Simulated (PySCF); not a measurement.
One molecule, one basis, several functionals.

Species: C4H8OSi.
Z-matrix (Å and degrees, PBE0-D3(BJ)/def2-SVP geometry), rows numbered from 1:
```
Si
O   1  1.6870
C   2  1.3377  1  123.41
C   3  1.3471  2  136.51  1     1.13
C   4  1.5139  3   92.23  2  -179.85
C   3  1.4994  2  127.62  1  -178.69
H   1  1.4925  2  109.88  3    59.65
H   1  1.4925  2  110.01  3   -60.90
H   1  1.4850  2  105.50  3   179.35
H   4  1.0919  3  134.79  2     0.11
H   5  1.1027  4  115.89  3  -115.53
H   5  1.1029  4  115.84  3   115.51
H   6  1.1019  3  115.46  2   -64.50
H   6  1.1020  3  115.46  2    64.20
```

PySCF, pcSseg-1 basis, density fitting, gas phase, PBE0-D3(BJ)/def2-SVP geometry. One functional is left out:

| functional | exact exchange (%) | HOMO energy (eV) | LUMO energy (eV) | dipole moment (D) |
| --- | --- | --- | --- | --- |
| B97-D | 0 | -5.31 | -0.44 | 0.593 |
| BLYP | 0 | -5.20 | -0.48 | 0.598 |
| BP86 | 0 | -5.46 | -0.67 | 0.564 |
| LDA | 0 | -5.50 | -0.90 | 0.581 |
| OPBE | 0 | -5.32 | -0.43 | 0.593 |
| PBE | 0 | -5.35 | -0.64 | 0.576 |
| B3LYP | 20 | -6.27 | 0.06 | 0.637 |
| B97-2 | 21 | -6.25 | 0.29 | 0.631 |
| PBE0 | 25 | -6.49 | 0.25 | 0.625 |
| BHandHLYP | 50 | -7.48 | 1.19 | 0.678 |

Task: Predict the row of mPW1PW91 (25 % exact exchange) by straight lines through the other rows, and check it.

Result: 
| property | line | computed | computed − line | PBE0 (25 %), for comparison |
| --- | --- | --- | --- | --- |
| HOMO energy (eV) | -6.44 | -6.52 | -0.08 | -6.49 |
| LUMO energy (eV) | 0.30 | 0.28 | -0.02 | 0.25 |
| dipole moment (D) | 0.633 | 0.633 | 0.000 | 0.625 |

Task: Which of these properties follows the share of exact exchange most closely, and which least?

Result: Most closely the HOMO energy, least the dipole moment; the correlations over the tabulated rows are HOMO energy -0.993, LUMO energy 0.973, dipole moment 0.947. The HOMO energy moves by -0.430 eV for every 10 %. Functionals with the same share still differ in their other parts: at 0 % BLYP and LDA differ by 0.30 eV in it.
